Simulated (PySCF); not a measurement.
M06-L single point of singlet TeO2Cl2 at its PBE0 minimum.

An equivalent PySCF input for this run (the driver started from the density of an earlier step):

```python
from pyscf import gto, scf, dft
mol = gto.M(atom='''
Te    -0.247171    -0.249615    -0.022908
O     -0.006983    -1.532416    -1.260746
O     -1.640961    -0.131820     1.108015
Cl    -0.035967     1.817961    -1.099730
Cl     1.710187    -0.127190     1.254897''',
    basis={'Te': 'def2-SVP', 'O': 'def2-SVP', 'Cl': 'def2-SVP'},
    ecp={'Te': 'def2-SVP'},
    charge=0, spin=0)
mf = dft.RKS(mol, xc='M06L')
mf.grids.atom_grid = (90, 434)
aux = {'Te': 'def2-universal-JKFIT', 'O': 'def2-universal-JKFIT', 'Cl': 'def2-universal-JKFIT'}
mf = mf.density_fit(auxbasis=aux)
mf.conv_tol = 1e-08
mf.diis_space = 10
mf.max_cycle = 60
mf.verbose = 4
mf.kernel()
```

SCF log (excerpt):

```
init E= -1338.51591922259
  HOMO = -0.30329839743957  LUMO = -0.193608761630315  gap/eV = 2.98481
cycle= 1 E= -1338.51890665025  delta_E= -0.00299  |g|= 0.056  |ddm|= 0.257
  HOMO = -0.30753427467072  LUMO = -0.196654710786454  gap/eV = 3.01719
cycle= 2 E= -1338.51682748371  delta_E= 0.00208  |g|= 0.099  |ddm|= 0.21
  HOMO = -0.304015913267869  LUMO = -0.194461794388666  gap/eV = 2.98112
cycle= 3 E= -1338.51990832277  delta_E= -0.00308  |g|= 0.01  |ddm|= 0.136
  HOMO = -0.305602458710345  LUMO = -0.195276185744625  gap/eV = 3.00213
cycle= 4 E= -1338.51990319242  delta_E= 5.13e-06  |g|= 0.0102  |ddm|= 0.0184
  HOMO = -0.304995777993566  LUMO = -0.195237516212849  gap/eV = 2.98667
cycle= 5 E= -1338.51992921335  delta_E= -2.6e-05  |g|= 0.00135  |ddm|= 0.0126
  HOMO = -0.304954979711001  LUMO = -0.195137397511175  gap/eV = 2.98829
cycle= 6 E= -1338.51992954457  delta_E= -3.31e-07  |g|= 0.000782  |ddm|= 0.00176
  HOMO = -0.304958704327895  LUMO = -0.195136651371421  gap/eV = 2.98841
cycle= 7 E= -1338.51992966898  delta_E= -1.24e-07  |g|= 0.000267  |ddm|= 0.000875
  HOMO = -0.304961216467053  LUMO = -0.195143096136768  gap/eV = 2.98830
cycle= 8 E= -1338.51992968551  delta_E= -1.65e-08  |g|= 2.36e-05  |ddm|= 0.000248
  HOMO = -0.304963930152537  LUMO = -0.195145140799262  gap/eV = 2.98832
cycle= 9 E= -1338.51992968567  delta_E= -1.61e-10  |g|= 4.32e-06  |ddm|= 3.77e-05
  HOMO = -0.304963312885188  LUMO = -0.195144787581668  gap/eV = 2.98831
Extra cycle  E= -1338.51992968566  delta_E= 6.37e-12  |g|= 5.72e-06  |ddm|= 1.33e-05
converged SCF energy = -1338.51992968566
```

This run, together with those of the ionised and electron-attached species (not shown), took 61 s on 2 threads of a shared Intel Xeon @ 2.50GHz (Skylake/Cascade Lake) host, with 90 basis functions; the process peaked at 1.1 GiB.
